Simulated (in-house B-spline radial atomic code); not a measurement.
Values are calculated unless marked as measured or tabulated.
Stopping and range of 2 keV Be in Si

The pair potential comes from two frozen, spherical free-atom densities (PBE, B-spline radial code, scalar-relativistic past argon): electrostatics plus the change in Thomas-Fermi kinetic and Dirac exchange energy where they overlap, the recipe behind the universal ZBL potential, which averages such potentials (from solid-state densities) over many pairs. It is written V = (Z1 Z2 e²/r) φ(r/a), with e² = 14.3996 eV·Å and a = 0.46850 Å/(Z1^0.23 + Z2^0.23); ZBL's fit is φ = 0.18175 e^(−3.1998x) + 0.50986 e^(−0.94229x) + 0.28022 e^(−0.4029x) + 0.02817 e^(−0.20162x). Where φ falls below 4e-4 it is continued as an exponential.

The target is taken as amorphous, with density 2.329 g/cm³ (NSM archive of the Ioffe Institute); channelling is ignored. Masses: Be 9.01, Si 28.09 u. Nuclear stopping is S_n = 4π a Z1 Z2 e² M1/(M1 + M2) × s_n(ε), with s_n integrated over impact parameters for each pair. Electronic stopping is Lindhard and Scharff's S_e = Z1^(1/6) 8π e² a0 Z1 Z2/(Z1^(2/3) + Z2^(2/3))^(3/2) × v/v0, with a0 = 0.529177 Å and v = v0 at 24.801 keV/u; it misses the oscillations with Z1 seen in experiment, which reach tens of per cent. Compounds add by atom fraction.

```
target atom    a (Å)  ε at this energy  s_n, this pair  s_n, ZBL potential
         Si  0.14593             0.274          0.3864              0.3502
```

Q: What are the atom density and the stopping powers at entry?

A: N = 2.329 × 0.602214/28.09 = 0.04993 atoms/Å³. For Si: S_n = 359.1 × 0.3864 = 138.8 eV·Å², S_e = 1.1892 × √2000 = 53.18 eV·Å². Averaged over the target's atoms and times N × 10 Å/nm, the ion loses N S_n = 69.3 eV/nm to recoils and N S_e = 26.6 eV/nm to electrons; the nuclear share is 72 %.

Along the track:

```
E (keV)  N S_n (eV/nm)  N S_e (eV/nm)
    0.1             38           5.94
    0.3           52.2           10.3
    0.6           60.9           14.5
      1           65.9           18.8
    1.5           68.5             23
      2           69.3           26.6
```

Q: Estimate the path length and the projected range.

A: With continuous slowing down the path is the integral of dE/(N (S_n + S_e)). Trapezoids over the table give 24.3 nm, and the stretch below the first row, with stopping taken as √E, adds 2E/(N S) = 4.6 nm: 28.9 nm in all, against 27.4 nm on a fine grid from 5 eV, a cut that itself drops some per cent of so short a path. Deflections shorten the depth: to first order in the energy passed on, N (S_n + S_e) dR_p/dE = 1 − N S_n (M2/M1) R_p/(2E), summed over the target's atoms, and integrating this on the fine grid gives R_p = 10.5 nm, 0.38 of the path. Lindhard's rule of thumb R/(1 + M2/3M1), with mean M2/M1 = 3.12, gives 13.4 nm; it is meant for M2/M1 below about 2. On the ZBL potential the same equation gives 11.4 nm, and the full integral equation, which keeps hard collisions, 12.3 nm.
